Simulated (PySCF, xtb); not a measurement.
BH₃N, SMILES B=[NH2+], charge +1.

GFN2-xTB in xtb at its own geometry gives an orbital gap of 5.18 eV.

Coordinates come from a TPSSh-D3(BJ)/def2-TZVP optimisation. The isomer is the one that the SMILES or the coordinates give; other isomers of the formula were not compared.

**Question.** What does PySCF with r2SCAN/def2-TZVPD give? (An estimate is asked for; the answer gives what the named calculation found.)

**Answer.** gap 6.36 eV (levels -15.79 and -9.43 eV).
